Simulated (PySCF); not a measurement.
Compound: C5H5F3O.
Numbering: `[CH2:1]=[CH:2][O:3]/[CH:4]=[C:5](\[F:6])[CH:7]([F:8])[F:9]` (hydrogens: H10, H11 on C1; H12 on C2; H13 on C4; H14 on C7)

Computed with PBE0-D3(BJ)/def2-SVP geometry optimisation, gas phase in PySCF.

(1) What internal coordinates does the optimisation give?

Answers

(1) 
```
        bond  length (Å)   order
       C1=C2       1.330  double
       C2–O3       1.358  single
       O3–C4       1.341  single
       C4=C5       1.335  double
       C5–F6       1.331  single
       C5–C7       1.493  single
C7–F8, C7–F9       1.351  single
      C1–H10       1.090  single
      C1–H11       1.092  single
      C2–H12       1.097  single
      C4–H13       1.093  single
      C7–H14       1.105  single
```

Bonds in one row agree within 0.01 Å and their mean is given. Orders are formal, as drawn. A selection of angles:
```
     angle  degrees
 C2–C1–H10    119.8
 C2–C1–H11    121.0
H10–C1–H11    119.2
  C1–C2–O3    121.8
 C1–C2–H12    123.1
 O3–C2–H12    115.1
  C2–O3–C4    118.7
  O3–C4–C5    122.1
 O3–C4–H13    118.4
 C5–C4–H13    119.4
  C4–C5–F6    122.7
  C4–C5–C7    124.0
  F6–C5–C7    113.3
  C5–C7–F8    110.6
  C5–C7–F9    110.2
 C5–C7–H14    111.4
  F8–C7–F9    108.1
 F8–C7–H14    107.5
 F9–C7–H14    109.0
```

Dihedral angles: C1–C2–O3–C4 180° (antiperiplanar); C2–O3–C4–C5 180° (antiperiplanar); O3–C4–C5–F6 0° (synperiplanar); C4–C5–C7–F8 110° (anticlinal). The mirror-image conformer, all signs reversed, is as good.

Of the pairs four or more bonds apart, F9···H13 is among the closest relative to their van der Waals radii: 2.37 Å, 89 % of the sum of Bondi's values. The 3 C–F bonds span 1.331 Å (C5–F6, drawn single) to 1.353 Å (C7–F8, drawn single), a spread of 0.022 Å. The C–C distances run from 1.330 Å (C1=C2, drawn double) to 1.493 Å (C5–C7, drawn single), a spread of 0.163 Å.

Point group: C1 (no symmetry element, even within 0.4 Å). PBE0-D3(BJ)/def2-SVP frequencies: not computed here. The numbers are those of one conformer.
